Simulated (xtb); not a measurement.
C₄H₁₂Ge (SMILES C[C](C)(C)[GeH3]), singlet, at a GFN2-xTB geometry, atoms displaced at random by about 0.05 Å a coordinate. Base run: xtb 6.7.1 with GFN1-xTB.

Input for xtb:
```
$ xtb mol.xyz --gfn 1 --opt --json

# file mol.xyz
17

Ge     0.45358602     1.07879454     0.04123148
C     -0.30488222    -0.72355310    -0.12765818
C     -0.57054337    -1.36592104     1.21289426
C      0.53274357    -1.65426543    -0.85432151
C     -1.58746886    -0.67542933    -0.80816256
H      1.83317379     0.97733231     0.79169878
H      0.84885594     1.74641141    -1.17568429
H     -0.36765810     1.95719021     0.89434508
H     -0.91733971    -2.36940753     1.12980781
H      0.37527109    -1.39672466     1.74315563
H     -1.26195125    -0.64506097     1.87961239
H      1.56456312    -1.62521619    -0.43130772
H      0.74288160    -1.16918200    -1.84241634
H      0.17935545    -2.60863420    -1.07293761
H     -1.47480724    -0.22259375    -1.75920206
H     -2.31547237    -0.05275692    -0.27377594
H     -2.15137652    -1.62188941    -1.02821451
```

Each row names what was changed in the base input (with any setting that the change needs).

```json
[
 {"change": "base", "ΔE vs base (kcal/mol)": "0.000", "optimiser steps": "7"},
 {"change": "opt level = extreme", "ΔE vs base (kcal/mol)": "-0.002", "optimiser steps": "14"},
 {"change": "alpb = benzene", "ΔE vs base (kcal/mol)": "[?]", "optimiser steps": "7"},
 {"change": "opt level = loose", "ΔE vs base (kcal/mol)": "0.010", "optimiser steps": "5"},
 {"change": "engine = inertial", "ΔE vs base (kcal/mol)": "0.029", "optimiser steps": "-"},
 {"change": "opt level = sloppy", "ΔE vs base (kcal/mol)": "0.010", "optimiser steps": "5"},
 {"change": "opt level = lax", "ΔE vs base (kcal/mol)": "0.002", "optimiser steps": "6"},
 {"change": "opt level = crude", "ΔE vs base (kcal/mol)": "0.033", "optimiser steps": "4"},
 {"change": "opt level = tight", "ΔE vs base (kcal/mol)": "-0.002", "optimiser steps": "9"},
 {"change": "engine = lbfgs", "ΔE vs base (kcal/mol)": "0.000", "optimiser steps": "-"}
]
```

Problem. Fill in the missing entries.

Solution. 
- alpb = benzene, ΔE vs base (kcal/mol): -4.14
